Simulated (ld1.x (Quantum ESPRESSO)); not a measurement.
Transferability test, TM semilocal potential for S

```
Element                 : sulfur (S)
Generator               : ld1.x (Quantum ESPRESSO) 7.5
Type                    : norm-conserving Troullier–Martins (semilocal form)
Functional              : LDA (PZ)
Relativity              : scalar-relativistic
Frozen core             : [Ne]
Valence charge          : 6
Reference configuration : 3s2 3p4
Partial waves           : 3p (bound): rc 1.40 bohr; 3s (bound): rc 1.50 bohr
Local potential         : the s channel
Core correction         : none
```

Energies are relative to the spin-unpolarised reference configuration 3s2 3p4; without spin polarisation the order of configurations can differ from experiment. Spin-polarised rows fill each open shell by Hund’s rule, majority spin first.

| valence configuration | charge | ΔE all-electron (eV) | error AE − PS (meV) |
| --- | --- | --- | --- |
| 3s2 3p3 | +1 | 11.863 | +4.0 |
| 3s2 3p2 | +2 | 34.236 | +33 |
| 3s2 3p3.5 | +0.5 | 4.709 | +0.5 |
| 3s2 3p0 | +4 | 115.377 | +359 |
| 3s1 3p4 | +1 | 22.660 | +9.9 |
| 3s2 3p4 (spin-polarised) | 0 | -0.706 | +62 |
| 3s2 3p3 (spin-polarised) | +1 | 9.898 | +199 |

(1) What are ΔE and the potential's error for 3s2 3p1?

(2) What are ΔE and the potential's error for 3s0 3p6?

Results:

(1) ΔE = 68.394 eV all-electron; the error (AE − PS) is +126 meV.

(2) ΔE = 20.607 eV all-electron; the error (AE − PS) is +8.8 meV.
